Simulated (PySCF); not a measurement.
Compound: C₂H₁₂SSi₃.
Geometry (PBE0-D3(BJ)/def2-SVP, Å), atoms numbered from 1 in this order:
```
atom  x, y, z in Å
C1     3.5604    0.0598   -0.1075
S2     2.2334   -1.0458    0.4715
Si3    0.5320    0.1159   -0.1225
C4    -1.0106   -0.8964    0.2092
Si5   -2.5365   -0.0558   -0.5175
Si6   -0.8549   -2.6683   -0.4348
H7     3.5475    1.0179    0.4316
H8     4.5115   -0.4479    0.1010
H9     3.4869    0.2406   -1.1894
H10    0.6351    0.4328   -1.5834
H11    0.4922    1.4163    0.6182
H12   -1.1485   -0.9417    1.3053
H13   -2.5250    1.4132   -0.2316
H14   -2.5566   -0.2472   -2.0002
H15   -3.7793   -0.6506    0.0606
H16   -2.2041   -3.3179   -0.4530
H17   -0.3262   -2.6454   -1.8318
H18    0.0510   -3.4768    0.4324
```

Theory: core-valence-separated Tamm–Dancoff BHandHLYP/aug-pcX-1 (pcseg-1 on H, def2-SVPD on Si, def2-SVPD on S) in PySCF, non-relativistic, gas phase, PBE0-D3(BJ)/def2-SVP geometry. The energies are unshifted.

The lowest roots of each edge with f over 0.003 (five at most, numbered afresh; weaker and dark ones are left out), with transition dipoles (au) in the frame of the coordinates:

```json
{"root": "1", "edge": "C", "E (eV)": "285.16", "f": "0.0449", "μx": "-0.0602", "μy": "-0.0465", "μz": "0.0253"}
{"root": "2", "edge": "C", "E (eV)": "285.52", "f": "0.0239", "μx": "0.0028", "μy": "0.0103", "μz": "-0.0575"}
{"root": "3", "edge": "C", "E (eV)": "285.69", "f": "0.0032", "μx": "-0.0023", "μy": "-0.0132", "μz": "-0.0164"}
{"root": "4", "edge": "C", "E (eV)": "286.09", "f": "0.0359", "μx": "-0.0484", "μy": "0.0527", "μz": "0.0011"}
{"root": "5", "edge": "C", "E (eV)": "286.12", "f": "0.0211", "μx": "0.0398", "μy": "0.0370", "μz": "0.0081"}
```

Task: Molecules are fixed in this frame and the field points along (1, 1, 0)/√2. What effective strengths 3 f cos²θ do the roots have (θ between field and μ)?

Result: root 1 (C1): 0.119, root 2 (C4): 0.002, root 3 (C4): 0.003, root 4 (C4): 0.000, root 5 (C4): 0.062. Root 1 is the strongest. Averaged over all orientations cos²θ is 1/3, which gives f back.

Time: 37 s wall; peak memory 0.91 GiB. Hardware: one thread of an Arm Neoverse N1, shared host with 64 logical CPUs at a one-minute load of 60.

One conformer stands for the species.
